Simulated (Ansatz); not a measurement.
Pulling on the Pb1–F2 bond in F2Pb (SMILES [F][Pb][F]) (multiplicity 1 held, fragments rigid). Energies count from the point at 2.056 Å.
Geometry at that point (charge 0, multiplicity 1):
```xyz
3

Pb     0.0296    -0.0189     0.2432
F      0.6454     1.4104    -1.0998
F     -0.9153    -1.2380    -1.1157
```

R- and RO- levels are restricted; in cc, def2 and unpolarised 6-31G sets they are followed outwards from rest. U- levels take the lowest unrestricted solution at each point, which mixes spins at long bonds. Levels need not reach the same state.

Frozen-core correlation. Filled d and f shells under p-block atoms count as core.

The values were computed with Ansatz (a program for electronic structure) with Gaussian orbitals.  In def2 rows elements past Kr take small-core potentials, without spin–orbit coupling.

Energies in kJ/mol.

```tsv
R (Å)	R-PBE/def2-TZVPP	R-B3LYP/def2-TZVPP	R-wB97X-V/def2-TZVPP	U-SCS-MP2/def2-TZVPP
1.644	308	301	284	298
1.850	54	51	43	48
2.056	0	0	0	0
2.261	22	26	33	30
2.467	71	78	90	86
2.775	151	163	183	179
3.083	221	238	267	407
3.597	307	333	375	471
4.111	360	395	453	484
4.728	397	441	518	488
5.550	423	475	572	488
6.578	439	496	612	489
```

Doubts at one or more of the structures used: a restricted determinant that unrestricted orbitals would lower (R-PBE/def2-TZVPP, R-B3LYP/def2-TZVPP, R-wB97X-V/def2-TZVPP); a spin-contaminated determinant (U-SCS-MP2/def2-TZVPP).
